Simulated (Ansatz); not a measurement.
These are Ansatz (a quantum-chemistry and plane-wave program) with B3LYP-D3(BJ)/def2-TZVP values and carry that method's errors. No frequencies were computed at this level.

Ansatz 0.2 input:
```yaml
crystal:
  periodic: [false, false, false]
  atoms:
    - { symbol: Al, position_ang: [-0.220907, 0.007959, -0.40187] }
    - { symbol: I, position_ang: [2.258548, -0.077558, -0.764018] }
    - { symbol: H, position_ang: [-1.022506, 1.302773, -0.600454] }
    - { symbol: H, position_ang: [-1.01514, -1.233177, 0.031161] }
basis:
  gaussian: { orbitals: def2-tzvp }
hamiltonian:
  xc: b3lyp
  dispersion: d3bj
relax:
  max_steps: 150
```

Output:

```
Functional definition: B3LYP
758 factors; their error is unknown
mean field evaluation 1: about -14734.3631 eV, gradient 1.3e1 eV
mean field evaluation 2: about -14734.8112 eV, gradient 6.8e0 eV
mean field evaluation 4: about -14734.9222 eV, gradient 6.2e-1 eV
mean field evaluation 8: about -14735.1540 eV, gradient 5.4e-1 eV
mean field evaluation 16: about -14735.1541 eV, gradient 3.7e-5 eV
mean field -14735.15413376 eV, -541.5069265696 hartree, gradient 3.7e-5 eV, S^2 0.000000; 0 other end points of the search recorded, 0 dependent functions left out
reference -14735.15435946 eV, -541.5069348638 hartree; 20, 20 occupied and 79, 79 virtual orbitals, 758 factors
relax step   1: F+E_penalty+E_count = -14735.28390466 eV  Δ(F+E_penalty+E_count) = +0.000e0 eV  max|allowed force component| = 5.961e-1 eV/Å  Δτ_max = 0.0000 Å  (25 SCF iters, accepted)
these checks for a lower state are left out or cut short: starts, cluster_reference, orbital_swaps, neighbouring_geometries, increment
758 factors; their error is unknown
mean field -14735.19659548 eV, -541.5084870089 hartree, gradient 2.2e-5 eV, S^2 0.000000; 0 other end points of the search recorded, 0 dependent functions left out
reference -14735.19681959 eV, -541.5084952446 hartree; 20, 20 occupied and 79, 79 virtual orbitals, 758 factors
relax step   2: F+E_penalty+E_count = -14735.32855230 eV  Δ(F+E_penalty+E_count) = -4.465e-2 eV  max|allowed force component| = 2.197e-1 eV/Å  Δτ_max = 0.1153 Å  (28 SCF iters, accepted)
these checks for a lower state are left out or cut short: starts, cluster_reference, orbital_swaps, neighbouring_geometries, increment
758 factors; their error is unknown
mean field -14735.20202991 eV, -541.5086867207 hartree, gradient 1.7e-5 eV, S^2 0.000000; 0 other end points of the search recorded, 0 dependent functions left out
reference -14735.20225489 eV, -541.5086949885 hartree; 20, 20 occupied and 79, 79 virtual orbitals, 758 factors
relax step   3: F+E_penalty+E_count = -14735.33301608 eV  Δ(F+E_penalty+E_count) = -4.464e-3 eV  max|allowed force component| = 5.838e-3 eV/Å  Δτ_max = 0.0295 Å  (29 SCF iters, accepted)
758 factors; their error is unknown
mean field evaluation 32: about -14734.9712 eV, gradient 2.1e-4 eV
mean field -14735.20202991 eV, -541.5086867207 hartree, gradient 1.6e-5 eV, S^2 0.000000; 1 other end points of the search recorded, 0 dependent functions left out
reference -14735.20225489 eV, -541.5086949885 hartree; 20, 20 occupied and 79, 79 virtual orbitals, 758 factors
Total energy: -14735.33324106 eV, -541.5135086413 hartree
Atom 0 at    -0.251520     0.008571    -0.397002 Å, force    -0.001165     0.000357     0.000113 eV/Å
Atom 1 at     2.206576    -0.075168    -0.756633 Å, force    -0.005838     0.000246     0.000837 eV/Å
Atom 2 at    -0.980795     1.380469    -0.626406 Å, force     0.003635     0.002676    -0.001239 eV/Å
Atom 3 at    -0.974266    -1.313875     0.044860 Å, force     0.003368    -0.003279     0.000288 eV/Å
Dipole moment:    -0.212959     0.007256     0.031153 e Å
```

Cost: very roughly 9 core-seconds.
